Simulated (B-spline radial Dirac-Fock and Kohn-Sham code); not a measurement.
## How the levels of molybdenum move as electrons are removed

Calculated with an atomic code on a B-spline grid, using ΔSCF Dirac-Fock with Breit, self-energy and vacuum polarisation, finite nucleus, configuration average. Each ion is free and in its tabulated ground configuration. Correlation energy is missing from these numbers.

Reference: Mo, [Kr] 4d5 5s1, with K 20007.0 eV, L1 2879.9 eV, M5 234.7 eV, N2 46.46 eV, N3 44.02 eV, Kα1 (K-L3) 17477.8 eV, Kβ1 (K-M3) 19603.3 eV, Lα1 (L3-M5) 2294.5 eV. Shifts from it, in eV (a dash: the subshell is empty, belongs to an open shell averaged over j, or its hole state is left out as unreliable):

| ion | configuration | K | L1 | M5 | N2 | N3 | Kα1 | Kβ1 | Lα1 |
| --- | --- | --- | --- | --- | --- | --- | --- | --- | --- |
| Mo⁺ | [Kr] 4d5 | +7.8 | +7.7 | +7.7 | +7.7 | +7.6 | +0.09 | +0.11 | 0.00 |
| Mo²⁺ | [Kr] 4d4 | +21.3 | +21.3 | +21.2 | +19.9 | +19.9 | -0.08 | +0.06 | +0.16 |
| Mo³⁺ | [Kr] 4d3 | +36.7 | +37.0 | +36.6 | +33.6 | +33.5 | -0.29 | +0.10 | +0.46 |
| Mo⁴⁺ | [Kr] 4d2 | +54.0 | +54.5 | +53.6 | +48.4 | +48.2 | -0.52 | +0.26 | +0.90 |
| Mo⁵⁺ | [Kr] 4d1 | +72.9 | +73.7 | +72.1 | +64.2 | +63.9 | -0.76 | +0.56 | +1.50 |

Over this range K (1s) moves by +72.9 eV and Kα1 by -0.8 eV: a line is a difference of two levels that shift in the same direction.
